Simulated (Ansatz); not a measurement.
H₈N₂O₂Si₂, SMILES `N[SiH2]O[SiH](N)O`, relaxed with RKS PBE0-D4/def2-TZVP in the Gaussian-basis code of Ansatz from a GFN2-xTB geometry. The force threshold is 0.005 eV/Å; the program also tests the step.

Charge 0, multiplicity 1.

Start:

```xyz
14

N    -1.007    1.897    1.225
Si   -0.771    1.652   -0.461
O     0.096    0.300   -0.652
Si    0.867   -0.928    0.067
N     1.136   -2.027   -1.234
O    -0.016   -1.663    1.216
H    -1.040    1.087    1.824
H    -1.622    2.617    1.561
H     0.034    2.763   -0.962
H    -1.983    1.410   -1.254
H     1.992   -0.425    0.837
H     1.631   -2.879   -1.029
H     1.470   -1.640   -2.101
H    -0.787   -2.166    0.964
```

Q: How much energy does the relaxation release, and in how many steps? (Estimate.)

A: The calculation gave: 0.20 eV, in 23 steps, 1 of them rejected.

Q: Which bonds change most? (Best estimate.)

A: Ansatz gave: Si4–H11 from 1.453 to 1.479 Å; Si2–O3 from 1.618 to 1.644 Å; Si2–H9 from 1.461 to 1.481 Å; Si4–N5 from 1.724 to 1.705 Å.

Q: Give the relaxed structure. (Best estimate.)

A: Computed: 
```xyz
14

N    -1.034    2.084    1.201
Si   -0.889    1.547   -0.411
O     0.206    0.349   -0.676
Si    0.788   -0.969    0.085
N     1.391   -1.962   -1.163
O    -0.351   -1.773    0.952
H    -1.509    1.524    1.890
H    -0.332    2.669    1.622
H    -0.446    2.695   -1.235
H    -2.219    1.038   -0.826
H     1.763   -0.555    1.118
H     1.914   -2.798   -0.963
H     1.674   -1.543   -2.034
H    -0.959   -2.308    0.438
```
